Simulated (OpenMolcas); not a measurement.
## Re³⁺: input and output

Input:

```
&GATEWAY
Coord
1

Re 0.0 0.0 0.0
Basis=ANO-RCC-VQZP
Group=XYZ
NoMove
AngMom=0.0 0.0 0.0
AMFI
&SEWARD
&RASSCF
FileOrb=start.orb
Symmetry=1
Spin=5
nActEl=4 0 0
Inactive=15 19
Ras2=5 0
CIRoot=5 5 1
SDav=5
CIMx=300
Iter=120 100
PrWF=0.3
OrbListing=Nothing
MaxOrb=0
Atom
>>> COPY $Project.JobIph JOB001
&RASSCF
FileOrb=start.orb
Symmetry=1
Spin=3
nActEl=4 0 0
Inactive=15 19
Ras2=5 0
CIRoot=45 45 1
SDav=45
CIMx=300
Iter=120 100
PrWF=0.3
OrbListing=Nothing
MaxOrb=0
Atom
>>> COPY $Project.JobIph JOB002
&RASSCF
FileOrb=start.orb
Symmetry=1
Spin=1
nActEl=4 0 0
Inactive=15 19
Ras2=5 0
CIRoot=50 50 1
SDav=50
CIMx=300
Iter=120 100
PrWF=0.3
OrbListing=Nothing
MaxOrb=0
Atom
>>> COPY $Project.JobIph JOB003
&RASSI
NrOfJobIphs=3 5 35 22
1 2 3 4 5
1 2 3 4 5 6 7 8 9 10 11 12 13 14 15 16 17 18 19 20 21 22 23 24 25 26 27
28 29 30 31 32 33 34 35
1 2 3 4 5 6 7 8 9 10 11 12 13 14 15 16 17 18 19 20 21 22
IphNames
JOB001
JOB002
JOB003
EJob
SpinOrbit
DIPRint=1.0
SOCoupling=1000.0
Subsets=2
MEES
Property=10
'ANGMOM' 1 'ANGMOM' 2 'ANGMOM' 3 'MLTPL  1' 1 'MLTPL  1' 2 'MLTPL  1' 3
'AMFI' 1 'AMFI' 2 'AMFI' 3 'MLTPL  2' 6
SOProperty=3
'ANGMOM' 1 'ANGMOM' 2 'ANGMOM' 3
```

Launched by
```bash
OMP_NUM_THREADS=1 MOLCAS_MEM=2252 MOLCAS_PROJECT=a pymolcas a.inp > a.log  # once for each step of the input, in one work folder
```

A driver script runs the steps one by one and writes start.orb anew before each from the orbitals found so far.

Output, cut to the results:

```
--- SEWARD ---
Basis set label: RE.ANO-RCC...9S8P6D4F3G2H.

      Electronic valence basis set:
      ------------------
      Associated Effective Charge  75.000000 au
      Associated Actual Charge     75.000000 au
      Nuclear Model: Point charge

      Shell  nPrim  nBasis  Cartesian Spherical Contaminant
         s      24       9        X
         p      21       8        X
         d      15       6                 X
         f      11       4                 X
         g       4       3                 X
         h       2       2                 X
                  Relativistic Douglas-Kroll-Hess integrals:
                    - DKH order of Hamiltonian: 2
                    - DKH order of Properties : 0
                  Atomic mean-field integrals
--- RASSCF ---
Wave function specifications:
      -----------------------------

      Number of closed shell electrons          68
      Number of electrons in active shells       4
      Max number of holes in RAS1 space          0
      Max nr of electrons in RAS3 space          0
      Number of inactive orbitals               34
      Number of active orbitals                  5
      Number of secondary orbitals             101
      Spin quantum number                      2.0
      State symmetry                             1
Orbital specifications:
      -----------------------

      Symmetry species                           1   2
                                                ag  au
      Frozen orbitals                            0   0
      Inactive orbitals                         15  19
      Active orbitals                            5   0
      RAS1 orbitals                              0   0
      RAS2 orbitals                              5   0
      RAS3 orbitals                              0   0
      Secondary orbitals                        46  55
      Deleted orbitals                           0   0
      Number of basis functions                 66  74
      Number of CSFs                             5
      Number of root(s) required                 5
      Iter CI   SX   CI       RASSCF       Energy    max ROT     max BLB   max BLB  Level Ln srch  Step   QN
          iter iter root      energy       change     param      element    value   shift minimum  type update
 Nr of preliminary CI iterations:   1
      Total energies have been shifted. Add               -16000.00 au
        1   1   13    0  -674.66572073    0.00E+00   1.70E-01*  16  25 1  1.53E-01*  0.00   0.00    SX    NO
        2   1   13    0  -674.78198820   -1.16E-01*  2.58E-02   12  34 2 -1.44E-01*  0.00   0.00    SX    NO
        3   1   12    0  -674.78304598   -1.06E-03*  2.35E-02   16  38 2  1.55E-01*  0.00   0.00    SX    NO
        4   1   13    0  -674.78223069    8.15E-04*  2.06E-02   12  34 2 -1.57E-01*  0.00   0.00    SX    NO
        5   1   12    0  -674.78082278    1.41E-03*  1.32E-02   12  34 2  1.67E-01*  0.00   0.49    SX   YES
        6   1   12    0  -674.79653130   -1.57E-02*  2.95E-03   12  34 2 -4.94E-02*  0.00   0.77    QN   YES
        7   1    9    0  -674.79809202   -1.56E-03* -1.13E-04   10  39 2  4.73E-04*  0.00   1.00    QN   YES
        8   1    7    0  -674.79809230   -2.79E-07*  2.92E-05   19  25 2  7.92E-05   0.00   1.01    QN   YES
        9   1    5    0  -674.79809231   -8.79E-09   4.17E-06   19  25 2 -9.75E-06   0.00   0.90    QN   YES
      Convergence after  9 iterations
       10   1    5    0  -674.79809231   -2.18E-10   4.17E-06   15  22 1  6.77E-07   0.00   0.90    QN   YES
      Natural orbitals and occupation numbers for root  1
      sym 1:   1.000000   0.000000   1.000000   1.000000   1.000000
      Natural orbitals and occupation numbers for root  2
      sym 1:   1.000000   1.000000   0.000000   1.000000   1.000000
      Natural orbitals and occupation numbers for root  3
      sym 1:   1.000000   0.000000   1.000000   1.000000   1.000000
::    RASSCF root number  1 Total energy: -16674.79809231
::    RASSCF root number  2 Total energy: -16674.79809231
::    RASSCF root number  3 Total energy: -16674.79809231
::    RASSCF root number  4 Total energy: -16674.79809231
::    RASSCF root number  5 Total energy: -16674.79809231
--- RASSCF ---
Wave function specifications:
      -----------------------------

      Number of closed shell electrons          68
      Number of electrons in active shells       4
      Max number of holes in RAS1 space          0
      Max nr of electrons in RAS3 space          0
...
--- RASSI ---
SPIN-FREE ENERGIES:
  (Shifted by EMIN (a.u.) =     -16674.7980923088)

 SF State       Relative EMIN(au)   Rel lowest level(eV)    D:o, cm**(-1)      L_eff

     1             0.0000000000        0.0000000000              0.0000         2.0
     2             0.0000000000        0.0000000000              0.0000         2.0
     3             0.0000000000        0.0000000000              0.0000         2.0
     4             0.0000000000        0.0000000000              0.0000         2.0
     5             0.0000000000        0.0000000000              0.0000         2.0
     6             0.0749135146        2.0385005801          16441.6160         5.0
     7             0.0749135146        2.0385005801          16441.6160         5.0
     8             0.0749135146        2.0385005801          16441.6160         5.0
     9             0.0749135146        2.0385005801          16441.6160         5.0
    10             0.0749135146        2.0385005801          16441.6160         5.0
    11             0.0749135146        2.0385005801          16441.6160         5.0
    12             0.0749135146        2.0385005801          16441.6160         5.0
    13             0.0749135146        2.0385005801          16441.6160         5.0
    14             0.0749135146        2.0385005801          16441.6160         5.0
    15             0.0749135146        2.0385005801          16441.6160         5.0
    16             0.0749135146        2.0385005801          16441.6160         5.0
    17             0.0844140565        2.2970234968          18526.7439         1.0
    18             0.0844140565        2.2970234968          18526.7439         1.0
    19             0.0844140565        2.2970234968          18526.7439         1.0
    20             0.0860545654        2.3416640161          18886.7940         3.0
    21             0.0860545654        2.3416640161          18886.7940         3.0
...
```

Levels above the lowest, from the spin-orbit matrix, grouped by J:

```csv
Configuration,Term,J,E (eV),Measured (eV),g,Term weight %,Second
5d4,5D,0,0.0000,0.0000,,84,16 3P
5d4,5D,1,0.2453,0.3824,1.500,91,9 3P
5d4,5D,2,0.5823,0.7413,1.493,96,2 3P
5d4,5D,3,0.8787,1.0353,1.481,94,4 3F
5d4,5D,4,1.1467,1.2549,1.460,86,13 3F
5d4,3H,4,2.3385,2.1011,0.910,66,13 3G
5d4,3P,0,2.5254,,,84,16 5D
5d4,3H,5,2.7909,2.5949,1.065,81,19 3G
5d4,3P,1,2.8710,2.3978,1.430,85,8 5D
5d4,3G,3,2.8759,2.4570,0.899,58,39 3F
```

Against the 8 measured excited levels shown (the list in Brasseur, Gamrath and Quinet, At. Data Nucl. Data Tables 157, 101636 (2024)) the mean absolute deviation is 1900 cm-1; the largest miss in energy is 5d4 3P1: computed 2.8710, measured 2.3978 eV (+19.7 %), and the largest in proportion 5d4 5D1 (-35.8 %).

Some high roots are left out of the spin-orbit mixing, which shifts the levels that they would mix with. Without dynamic correlation excited terms often stand tens of per cent too high (terms of higher spin than the ground term too low), and those without a measured partner can miss by more than the paired ones. Some levels mix across a computed gap that differs much from the measured one, so their mixing is not that of the real levels. Computed and measured levels are paired by configuration, term and J; levels that our copy of the source lacks, or whose pairing is in doubt (as where it misses far off the trend of its configuration), stay unpaired and out of the deviations. Only configurations of the active space appear. The first state left out of the spin-orbit step lies near 30000 cm-1 above the lowest spin-free state of the reference (among the parities and spins computed), and the list stops at four fifths of that energy or lower.

The term weight is that of the spin-free term in the level, not the purity of its configuration.
